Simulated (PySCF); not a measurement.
Electron affinity of Sr by level of theory

Sr- [Kr] 4d1 5s2 (2D) → Sr [Kr] 5s2 (1S), as a difference of total energies. Calculation: PySCF 2.14, in aug-cc-pwCVTZ-X2C (10s9p7d3f, 93 functions); scalar relativity by spin-free X2C-1e. Correlated levels: valence: [Kr] frozen. The calculations carry no spin-orbit coupling.

```csv
method,electron affinity (eV)
UHF,-0.941
MP2 (valence),-0.876
SCS-MP2 (valence),-0.885
CCSD (valence),-0.801
CCSD(T) (valence),-0.763
```

The configuration of this anion was assumed by filling the next shell in order. It is not the known or likely ground configuration (Ca⁻, Sr⁻ and Ba⁻, for instance, bind a p electron), so these values are not the electron affinity of the element.

A negative affinity means that the anion lies above the atom at that level of theory.

The coupled-cluster amplitudes are large for Sr- (T1 above 0.03 or a double amplitude above 0.15), so a single reference is strained.
